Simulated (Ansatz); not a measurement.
Cl₃H₃OSi₂, SMILES `O[SiH](Cl)[SiH](Cl)Cl`, relaxed with RKS PBE-D4/def2-SVP in Ansatz 0.2.0 from a rough embedded geometry. The force threshold is 0.03 eV/Å; the program also tests the step.

Total charge 0; spin multiplicity 1.

Start:

```xyz
9

O    -0.379    1.103    1.796
Si    0.030    0.926    0.151
Cl   -1.643    1.617   -0.755
Si    0.489   -1.219   -0.519
Cl    0.851   -1.367   -2.513
Cl   -0.951   -2.552   -0.080
H    -1.249    1.388    1.955
H     1.076    1.886   -0.217
H     1.776   -1.781    0.182
```

Q: How much energy does the relaxation release, and in how many steps? (An estimate is asked.)

A: Computed: 48.11 kJ/mol, in 21 steps, 1 of them rejected.

Q: Which bonds change most? (Best estimate.)

A: Computed: Si4–Cl6 from 2.011 to 2.100 Å; Si4–H9 from 1.570 to 1.501 Å; Si2–Si4 from 2.294 to 2.355 Å; Si2–Cl3 from 2.024 to 2.084 Å.

Q: Give the relaxed structure. (Estimate.)

A: The calculation gave: 
```xyz
9

O    -0.543    1.108    1.647
Si    0.033    1.127    0.077
Cl   -1.413    1.698   -1.311
Si    0.555   -1.110   -0.442
Cl    0.509   -1.492   -2.479
Cl   -1.011   -2.123    0.524
H    -1.115    0.337    1.837
H     1.148    2.120    0.043
H     1.839   -1.664    0.104
```
